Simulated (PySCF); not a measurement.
**Magnetisability: `InChI=1S/C5H6BrFO/c6-5(1-3-7)2-4-8/h1-3,8H,4H2/b3-1+,5-2-`**

Cartesian coordinates in Å; atom numbers follow the order of the lines, from 1:
```xyz
14

O    -3.1477    0.0918   -0.3467
C    -2.0928   -0.1566    0.5433
C    -0.7426   -0.0340   -0.0929
C     0.4262   -0.0855    0.5484
Br    0.4265   -0.3342    2.4473
C     1.7107    0.0297   -0.0965
C     2.8871   -0.0251    0.5181
F     4.0267    0.0880   -0.1704
H    -3.0999    1.0041   -0.6529
H    -2.1525    0.5035    1.4234
H    -2.2436   -1.1840    0.8966
H    -0.7424    0.0915   -1.1675
H     1.6846    0.1693   -1.1687
H     3.0590   -0.1589    1.5763
```

Method: PySCF, GIAO wB97X-D/pcSseg-1 magnetisability, rotational g tensor and spin-rotation constants, non-relativistic, gas phase. Geometry: GFN2-xTB.

The calculation is non-relativistic, which matters for the atoms heavier than Zn.

Problem. How diamagnetic is it, and how anisotropic?

Solution. Isotropic -1370 × 10⁻³⁰ J/T², or -82.5 × 10⁻⁶ cm³/mol; principal values -1472, -1366, -1273 × 10⁻³⁰ J/T², anisotropy 173 × 10⁻³⁰ J/T² (root of half the summed squared differences of the principal values). The susceptibility is in cgs units.

Problem. Split it along the inertial axes a, b, c into diamagnetic and paramagnetic parts about the centre of mass, with the quadrupole moment.

Solution. 
| axis | χ (10⁻⁶ cm³/mol) | diamagnetic (10⁻⁶ cm³/mol) | paramagnetic (10⁻⁶ cm³/mol) | summed x² of all electrons (Å²) | quadrupole Θ (D Å) |
| --- | --- | --- | --- | --- | --- |
| a | -81.8 | -683.9 | 602.1 | 361.9 | -10.98 |
| b | -77.2 | -1598.6 | 1521.4 | 146.3 | +8.53 |
| c | -88.6 | -2156.2 | 2067.6 | 14.9 | +2.46 |

Anisotropies 2χaa − χbb − χcc = +2.1 and 2χbb − χaa − χcc = +16.0 × 10⁻⁶ cm³/mol. Θ is traceless in Buckingham's convention.

Problem. And the rotational g tensor?

Solution. 
| axis | rotational constant (GHz) | g | nuclear part | electronic part |
| --- | --- | --- | --- | --- |
| a | 1.8359 | -0.0170 | 0.5022 | -0.5193 |
| b | 0.7494 | -0.0126 | 0.5230 | -0.5356 |
| c | 0.5351 | -0.0053 | 0.5145 | -0.5198 |

Asymmetric top; isotopes 79Br, 12C, 19F, 1H, 16O; no vibrational averaging.
